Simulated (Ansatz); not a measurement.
Geometry optimisation, RKS B3LYP-D4/6-31G* (Ansatz).

The input (input.yaml):

```yaml
crystal:
  periodic: [false, false, false]
  atoms:
    - { symbol: B, position_ang: [-1.3844, 0.65, 0.9438] }
    - { symbol: C, position_ang: [-0.2494, -0.3234, 1.2543] }
    - { symbol: "N", position_ang: [0.03763, -0.32362, 2.66782] }
    - { symbol: C, position_ang: [0.65066, 0.5762, 3.3376] }
    - { symbol: C, position_ang: [1.24934, 1.61184, 3.87898] }
    - { symbol: H, position_ang: [-2.4898, 0.5579, 1.4357] }
    - { symbol: H, position_ang: [-1.2435, 1.5978, 0.188] }
    - { symbol: H, position_ang: [0.657, -0.06081, 0.72153] }
    - { symbol: H, position_ang: [-0.59884, -1.3751, 0.93319] }
    - { symbol: H, position_ang: [1.09219, 2.58998, 3.50843] }
    - { symbol: H, position_ang: [1.86233, 1.3943, 4.70887] }
basis:
  gaussian: { orbitals: "6-31G*" }
hamiltonian:
  xc: b3lyp
  dispersion: d4
relax:
  f_tol: 0.015
  max_steps: 40
```

Launched with:

```bash
$ ansatz run input.yaml --threads 1 --pin off --max-ram 2048MiB --backend cpu --events-out ev --progress --plain --runs-dir out
```

Q: Where does it end, and by what steps?

A: The run converged. After 21 steps the energy has fallen by 1.202 eV; H7 moved furthest, 1.38 Å.

```csv
step,energy less start (eV),largest force component (eV/Å),accepted
0,0.0000,3.934,yes
1,-0.7519,1.142,yes
2,-0.9500,0.737,yes
3,-1.0153,0.405,yes
4,-1.0304,0.475,yes
5,-1.0518,0.303,yes
6,-1.0663,0.289,yes
7,-1.0864,0.271,yes
8,-1.1168,0.345,yes
9,-1.1284,0.682,yes
10,-1.1447,0.670,yes
11,-1.1872,0.222,yes
12,-1.1973,0.276,yes
13,-1.1891,0.232,no
14,-1.1990,0.213,yes
15,-1.2008,0.079,yes
16,-1.2009,0.208,yes
17,-1.2006,0.090,no
18,-1.2022,0.027,yes
19,-1.2022,0.022,yes
20,-1.2023,0.023,yes
21,-1.2023,0.011,yes
```

```xyz
11
Properties=species:S:1:pos:R:3
B -1.573 0.517 0.658
C -0.277 -0.067 1.309
N -0.220 0.008 2.771
C 0.571 0.724 3.369
C 1.390 1.468 4.082
H -2.475 0.951 1.307
H -1.650 0.502 -0.536
H 0.616 0.366 0.827
H -0.265 -1.134 1.023
H 1.119 2.482 4.357
H 2.346 1.078 4.412
```

Time of the run: 49 s on 1 thread of Intel(R) Xeon(R) 6975P-C (Granite Rapids), with other jobs on the host, peak memory 0.19 GiB.
